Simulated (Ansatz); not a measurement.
Compare A (`C[SiH2]CCCl`) with its isomer B (`CCC[SiH2]Cl`).

Computed with Ansatz on PBE0-D4/def2-TZVP structures; ΔE is electronic, products minus reactants. CCSD(T)/CBS adds triple-zeta CCSD(T) − MP2 to the extrapolated MP2 energy (def2 sets, frozen cores). DFT in def2-TZVPP. B3LYP here is the variant with VWN-RPA as its local correlation; programs differ in this. One conformer a species, not always the lowest.

(1) Which isomer does CCSD(T)/CBS put lower? Give the gap. (Estimate.)

(2) Give E(B) − E(A) in kJ/mol with B3LYP, HF/def2-TZVPP, PBE0-D4, MP2/def2-TZVPP, CCSD/def2-TZVPP, r2SCAN-D4, B3LYP-D4. (Estimate.)

Largest T1 diagnostic: 0.010.

## Answers

(1) Computed: B, by 117.6 kJ/mol.

(2) Computed: B3LYP -113.7, HF/def2-TZVPP -125.8, PBE0-D4 -114.8, MP2/def2-TZVPP -120.6, CCSD/def2-TZVPP -118.6, r2SCAN-D4 -115.1, B3LYP-D4 -114.0. None reverses the order clearly.

From PBE to PBE0 (25 % exact exchange), in def2-TZVPP and without D4, E(B) − E(A) moves by −5.6 kJ/mol. In def2-TZVPP, CCSD(T) changes the Hartree–Fock value by +9.2 kJ/mol (the triples alone add +2.1 kJ/mol) and MP2 by +5.1 kJ/mol.
